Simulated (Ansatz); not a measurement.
```yaml
crystal:
  periodic: [false, false, false]
  atoms:
    - {symbol: Cl, position_ang: [-0.596168, -0.328387, 2.222866]}
    - {symbol: Zr, position_ang: [0.027254, -0.033849, 0.015134]}
    - {symbol: Cl, position_ang: [1.977812, -1.207596, -0.393680]}
    - {symbol: Br, position_ang: [-1.763622, -0.871668, -1.465085]}
    - {symbol: Br, position_ang: [0.404624, 2.367800, -0.420635]}
basis:
  gaussian: {orbitals: cc-pVTZ-DK}
magnetization: {spin_polarized: true, initial_magnetization: 4}
hamiltonian: {xc: {name: r2SCAN0}, dispersion: d3bj}
accuracy: high
scf: {lower_state_search: off}
```

```sh
$ ansatz run in.yaml --threads 8 --pin off --events-out ev --progress --plain --max-ram 18278MiB
```

Shortened log:

```
Warning: the engine holds no damping parameters fitted to this dispersion correction and functional, so the run takes those fitted to r2scan0 beside the three-body term, which d3bj leaves out (hamiltonian.dispersion, under Limitations)
Functional definition: r2SCAN0
3567 factors; integrals over basis functions are off by at most 4.7e-9 eV
mean field evaluation 1: about -264868.4765 eV, gradient 3.1e1 eV
mean field evaluation 2: about -264840.4584 eV, gradient 6.7e1 eV
mean field evaluation 4: about -264873.2641 eV, gradient 1.3e1 eV
mean field evaluation 8: about -264874.2118 eV, gradient 5.5e-1 eV
mean field evaluation 16: about -264874.3597 eV, gradient 8.2e-2 eV
mean field evaluation 32: about -264874.4520 eV, gradient 1.6e0 eV
mean field -264874.61636237 eV, -9733.9626128538 hartree, gradient 1.6e-8 eV, S^2 6.015190; 0 other end points of the search recorded, 0 dependent functions left out
reference -264874.61636744 eV, -9733.9626130399 hartree; 74, 70 occupied and 157, 161 virtual orbitals, 3567 factors
Total energy: -264874.70916631 eV, -9733.9660233357 hartree
Relativity: scalar
Checks for a lower state left out: stability, starts, cluster_reference, orbital_swaps, neighbouring_geometries, increment
```

Task: Something in this input is off. What?

Result: The spin is set far too high for this molecule. Self-consistency was reached. The result belongs to that input, not to the molecule as meant.
